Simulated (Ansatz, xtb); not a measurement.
**Relative energy of two structures of ClFGaHNO+**

Structure X: a singlet given by its coordinates. Structure Y: a singlet given by its coordinates. Both are isolated ions in the gas phase, relaxed with B3LYP/6-31G*.

X (Å):

```xyz
6

Cl    4.1449   -2.0894    0.2961
F     2.4386    1.1064    0.6053
Ga    2.9605   -0.4925    0.8992
N     1.8489   -0.9577    2.6910
O     1.1154   -0.1563    3.1752
H     1.8927   -1.8728    3.2081
```

Close contacts (Å): Cl1–Ga3 2.08, F2–Ga3 1.71, Ga3–N4 2.16, N4–O5 1.19, N4–H6 1.05.

Y (Å):

```yaml
atoms:
  - { symbol: Cl, position_ang: [2.3720, -3.8855, 2.7404] }
  - { symbol: F, position_ang: [3.3568, -0.7813, 1.0972] }
  - { symbol: Ga, position_ang: [2.4485, -1.9978, 1.8890] }
  - { symbol: N, position_ang: [0.5621, -0.9506, 1.9633] }
  - { symbol: O, position_ang: [-0.4288, -1.4020, 2.4418] }
  - { symbol: H, position_ang: [0.4530, 0.0188, 1.5681] }
```

Close contacts (Å): Cl1–Ga3 2.07, F2–Ga3 1.71, Ga3–N4 2.16, N4–O5 1.19, N4–H6 1.05.

Q: Estimate which is lower in electronic energy at CCSD(T)/def2-SVP + ΔMP2/def2-TZVPP, and by roughly how much.

A: Too close to call at this level: CCSD(T)/def2-SVP + ΔMP2/def2-TZVPP gives E(Y) − E(X) = −3.79 kJ/mol.

The same difference at several levels:

```csv
level,geometry,E(Y) − E(X) (kJ/mol),departure from the last row (kJ/mol),"job, with rough time for the two"
B3LYP/6-31G*,B3LYP/6-31G*,−2.86,+0.93,"optimisation, 2.6 min"
HF/def2-SVP,B3LYP/6-31G*,−4.02,−0.23,part of the CCSD(T) run
MP2/def2-SVP,B3LYP/6-31G*,−3.21,+0.57,part of the CCSD(T) run
CCSD(T)/def2-SVP,B3LYP/6-31G*,−3.18,+0.60,single point
CCSD(T)/def2-SVP + ΔMP2/def2-TZVPP,B3LYP/6-31G*,−3.79,,"single point, 54 s"
```

The largest departure from CCSD(T)/def2-SVP + ΔMP2/def2-TZVPP is that of B3LYP/6-31G*, 0.93 kJ/mol. Levels run at GFN2-xTB geometries aren't shown. The last row adds to CCSD(T) the change of the MP2 difference between the two basis sets, here −0.60 kJ/mol.

With harmonic frequencies from B3LYP/6-31G* (ideal gas, rigid rotor, one conformer each, 298.15 K, 1 atm): on the last row, ΔE + ΔZPE = −3.80 kJ/mol. A mode under 50 cm⁻¹ makes harmonic enthalpies and free energies unreliable, so none is given.

The correlated steps freeze 17 core orbitals; the filled d shell of Ga is correlated, in a basis made for valence electrons. Programs: Ansatz 0.2.0; the last row on 1 thread of Intel(R) Xeon(R) Processor @ 2.70GHz on a shared host.
